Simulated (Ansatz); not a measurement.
Single points on Mn3.

```yaml
crystal:
  periodic: [false, false, false]
  atoms:
    - {symbol: Mn, position_ang: [1.329795, -0.393982, 0.432827]}
    - {symbol: Mn, position_ang: [-0.239260, 1.353386, -0.471442]}
    - {symbol: Mn, position_ang: [-1.090535, -0.959414, 0.038615]}
basis:
  gaussian: {orbitals: def2-TZVP, initial_orbitals: start.molden}
magnetization: {spin_polarized: true, initial_magnetization: 11}
hamiltonian: {xc: {name: CAM-B3LYP}, dispersion: d4}
scf: {omitted_lower_state_checks: [starts]}
output: {orbitals: {seedname: orbitals}}
```

The file start.molden holds the orbitals of an earlier run on this structure, at another level or in another basis.

```sh
$ ansatz run in.yaml --threads 4 --pin off --events-out ev --progress --plain --max-ram 3916MiB
```

Output, abridged:

```
Functional definition: CAM-B3LYP
  name "CAM-B3LYP"
  cite "Yanai, Tew & Handy, Chem. Phys. Lett. 393, 51 (2004) doi:10.1016/j.cplett.2004.06.011"
  cite "Iikura, Tsuneda, Yanai & Hirao, J. Chem. Phys. 115, 3540 (2001) doi:10.1063/1.1383587"
  cite "Becke, Phys. Rev. A 38, 3098 (1988) doi:10.1103/PhysRevA.38.3098"
  cite "Lee, Yang & Parr, Phys. Rev. B 37, 785 (1988) doi:10.1103/PhysRevB.37.785"
  cite "Vosko, Wilk & Nusair, Can. J. Phys. 58, 1200 (1980) doi:10.1139/p80-159"
  parameter alpha = 0.19
  parameter beta = 0.46
  parameter omega = 0.33/bohr
  parameter ac = 0.81
  # Exact exchange under (alpha + beta erf(omega r))/r, Becke's under what is left of 1/r.
  exchange = (1 - alpha - beta)*b88_x + beta*b88_x_sr(omega) + alpha*exact_x + beta*exact_x_lr(omega)
  correlation = (1 - ac)*vwn5_c + ac*lyp_c
these checks for a lower state are left out or cut short: starts
1284 factors; integrals over basis functions are off by at most 3.5e-4 eV
228 factors; integrals over basis functions are off by at most 4.7e-5 eV
mean field evaluation 1: about -93962.6242 eV, gradient 3.3e0 eV
mean field evaluation 2: about -93962.6763 eV, gradient 9.5e-2 eV
mean field evaluation 4: about -93962.7433 eV, gradient 3.0e-3 eV
mean field evaluation 8: about -93962.7432 eV, gradient 4.0e-5 eV
mean field -93962.74324774 eV, -3453.0671241194 hartree, gradient 1.0e-5 eV, S^2 37.759952; 0 other end points of the search recorded, 0 dependent functions left out
reference -93962.74333844 eV, -3453.0671274527 hartree; 43, 32 occupied and 92, 103 virtual orbitals, 1284 factors
Total energy: -93962.82056037 eV, -3453.0699653064 hartree
Checks for a lower state left out: starts
```

Hardware: 4 threads of AMD EPYC 9B14 on a shared host. Wall time 5.5 s, peak host memory 0.6 GiB.

First input, but with `hamiltonian: {xc: {text: "exchange = 0.85*pbe_x + 0.15*exact_x\ncorrelation = pbe_c"}}` (abridged; 3.1 s):

```
Functional definition: unnamed
mean field -93940.26889817 eV, -3452.2412070063 hartree, gradient 2.6e-5 eV, S^2 37.394597
Total energy: -93940.26893074 eV, -3452.2412082036 hartree
Checks for a lower state left out: starts
```

First input, but with `correlation: {method: ccsd_t}`, `scf: {omitted_lower_state_checks: [starts, cluster_reference]}` and without the key `hamiltonian` (abridged; 39 s):

```
Functional definition: HF
mean field -93861.79963477 eV, -3449.3575147648 hartree, gradient 2.6e-6 eV, S^2 39.229436
15 core orbitals not correlated: weight in the atoms' cores, before any rotation towards them, 1.000 or more for the frozen orbitals, at most 0.000 for the correlated occupied ones
second order -29.34464237 eV of doubles, -0.00000000 eV of singles
cycle   1  -28.70929840 eV  change    6.4e-1 eV  update   2.0e-1
cycle   2  -29.79851466 eV  change    -1.1e0 eV  update   8.2e-2
cycle   3  -30.14409027 eV  change   -3.5e-1 eV  update   9.1e-2
cycle   4  -30.36569544 eV  change   -2.2e-1 eV  update   6.7e-2
cycle   5  -30.61886392 eV  change   -2.5e-1 eV  update   4.4e-2
cycle   6  -30.70067358 eV  change   -8.2e-2 eV  update   1.5e-2
cycle   7  -30.71797398 eV  change   -1.7e-2 eV  update   8.2e-3
cycle   8  -30.72703158 eV  change   -9.1e-3 eV  update   5.3e-3
cycle   9  -30.72526108 eV  change    1.8e-3 eV  update   3.3e-3
cycle  10  -30.72623745 eV  change   -9.8e-4 eV  update   2.0e-3
[...]
cycle  13  -30.72829992 eV  change    8.8e-5 eV  update   5.1e-4
cycle  14  -30.72812075 eV  change    1.8e-4 eV  update   3.6e-4
cycle  15  -30.72815859 eV  change   -3.8e-5 eV  update   2.4e-4
cycle  16  -30.72831267 eV  change   -1.5e-4 eV  update   1.6e-4
cycle  17  -30.72843566 eV  change   -1.2e-4 eV  update   8.2e-5
cycle  18  -30.72851657 eV  change   -8.1e-5 eV  update   5.3e-5
cycle  19  -30.72846987 eV  change    4.7e-5 eV  update   3.5e-5
cycle  20  -30.72845031 eV  change    2.0e-5 eV  update   2.2e-5
cycle  21  -30.72842039 eV  change    3.0e-5 eV  update   1.3e-5
perturbative correction -1.22094567 eV, -0.0448689257 hartree
WARN: the results are in doubt because among natural orbitals the method converges to other amplitudes
Total energy: -93893.74900083 eV, -3450.5316323114 hartree
In doubt: among natural orbitals the method converges to other amplitudes
Checks for a lower state left out: starts, cluster_reference
```

As the first input, with `hamiltonian: {xc: hse06, dispersion: d4}` (abridged; 3.1 s):

```
Functional definition: HSE06
mean field -93940.21492605 eV, -3452.2392235678 hartree, gradient 2.2e-5 eV, S^2 37.733089
Total energy: -93940.28521829 eV, -3452.2418067600 hartree
Checks for a lower state left out: starts
```

As the first input, with `hamiltonian: {xc: {text: "exchange = 0.65*pbe_x + 0.35*exact_x\ncorrelation = pbe_c"}}` (abridged; 3.2 s):

```
Functional definition: unnamed
mean field -93941.39593752 eV, -3452.2826249385 hartree, gradient 1.9e-5 eV, S^2 38.013656
Total energy: -93941.39596156 eV, -3452.2826258221 hartree
Checks for a lower state left out: starts
```

First input, but with `hamiltonian: {xc: {name: B3LYP}, dispersion: d4}` (abridged; 3.4 s):

```
Functional definition: B3LYP
mean field -93960.72827975 eV, -3452.9930754116 hartree, gradient 7.9e-6 eV, S^2 37.502817
Total energy: -93960.87107255 eV, -3452.9983229505 hartree
Checks for a lower state left out: starts
```

The first input with `hamiltonian: {xc: {text: "exchange = 0.90*pbe_x + 0.10*exact_x\ncorrelation = pbe_c"}}` (abridged; 3.2 s):

```
Functional definition: unnamed
mean field -93940.13440611 eV, -3452.2362645144 hartree, gradient 1.3e-5 eV, S^2 37.178032
Total energy: -93940.13444091 eV, -3452.2362657935 hartree
Checks for a lower state left out: starts
```

Geometry: PBE0-D4/def2-TZVP.

B3LYP takes the VWN-RPA correlation. HSE06 is defined as in plane-wave codes, on full-range PBE exchange. Correlated methods freeze 15 core orbitals; core or outer-core shells of Mn are correlated, in sets that lack core-valence functions. At CAM-B3LYP-D4/def2-TZVP, PBE with 15 % exact exchange/def2-TZVP, CCSD(T)/def2-TZVP, HSE06-D4/def2-TZVP and others the charge 0 multiplicity 12 is spin-contaminated (final ⟨S²⟩ up to 39.23, 35.75 for a pure state). At CCSD(T)/def2-TZVP the program marks the result for the charge 0 multiplicity 12 as doubtful (other amplitudes). At CCSD(T)/def2-TZVP T1 of the charge 0 multiplicity 12 is large (up to 0.077), so the single-reference result is doubtful. The geometry of the multiplicity 12 was relaxed on an unsound state (⟨S²⟩ 37.74, where a pure state has 35.75). At PBE0-D4/def2-TZVP a octet of charge 0 lies 1.03 eV below the multiplicity 12, each at its own geometry. That octet is doubtful there (⟨S²⟩ 20.09, where a pure state has 15.75). The structure comes from a short search, and lower isomers may exist.
